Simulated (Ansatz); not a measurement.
Species: C₃HO (charge 0, doublet). It need not be the lowest isomer of its formula. 
Structure (B3LYP-D3(BJ)/def2-TZVP (Ansatz, a first-principles code) minimum search):
```
C
C 1 1.2611
C 1 1.2980 2 166.34
O 3 1.1677 1 173.93 2 180.00
H 2 1.0770 1 139.98 3 -180.00
```
Charge 0, spin multiplicity 2.

Basis-set convergence of Hartree-Fock and CCSD correlation energies (hartree) with Ansatz. Correlated levels leave the core frozen unless marked. Open shells are spin-unrestricted. Spin-orbit coupling is left out. No relativistic terms.

The UHF reference is spin-contaminated (<S^2> 0.37 over the pure value in the largest basis). The T1 diagnostic of CCSD in the largest basis is 0.049, which is high, so the coupled-cluster rows are less sure than usual.

```json
[
 {"basis": "cc-pVDZ", "functions": "-", "E(HF)": "-188.93719", "E(corr, CCSD)": "-0.54354"},
 {"basis": "cc-pVTZ", "functions": "134", "E(HF)": "?", "E(corr, CCSD)": "?"}
]
```

Complete the blanks.


- cc-pVTZ, E(HF): -188.98882
- cc-pVTZ, E(corr, CCSD): -0.65716
